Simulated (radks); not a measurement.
Question: All-electron atom: Pt4+ in [Kr] 4d10 4f14 5p6 5d6 6p2 (not the ground configuration). Method: Dirac Kohn-Sham, LDA (Slater exchange, Perdew-Wang correlation), spin-unpolarised, spherical densities, finite nucleus; open shells fill j = l - 1/2 first; Fermi nuclear charge, rms radius 5.427 fm; computed with a radial shooting solver on a logarithmic mesh with Libxc functionals. Some entries of the table are withheld. Estimate them.

orbital  occ.  eigenvalue (eV)  <r> (bohr)
1s1/2       2        -78282.72     0.01716
2s1/2       2        -13803.63     0.07175
2p1/2       2        -13241.50     0.05908
2p3/2       4        -11514.39     0.06751
3s1/2       2        -3296.428      0.1867
3p1/2       2        -3042.482      0.1769
3p3/2       4        -2662.887      0.1924
3d3/2       4        -2236.800         (1)
3d5/2       6        -2154.897         (2)
4s1/2       2        -763.5753      0.4152
4p1/2       2        -655.6525      0.4179
4p3/2       4        -564.9471      0.4519
4d3/2       4        -387.3437      0.4613
4d5/2       6        -370.4482      0.4725
5s1/2       0        -168.3865      0.9311
4f5/2       6        -142.9790      0.5072
4f7/2       8        -139.4789      0.5140
5p1/2       2        -132.5735      0.9965
5p3/2       4        -115.8875       1.080
5d3/2       4         -65.1357       1.321
5d5/2       2         -62.9854       1.354
6p1/2       2         -39.5919       2.342
6p3/2       0         -36.5489       2.505
6d3/2       0         -23.7987       3.230
6d5/2       0         -23.3969       3.282
5f5/2       0         -22.1263       2.569
5f7/2       0         -22.0129       2.589
7p1/2       0              (3)       4.467
7p3/2       0              (4)       4.706

Answer: 
(1) 3d3/2 <r> (bohr): 0.1676
(2) 3d5/2 <r> (bohr): 0.1724
(3) 7p1/2 eigenvalue (eV): -18.5489
(4) 7p3/2 eigenvalue (eV): -17.5042
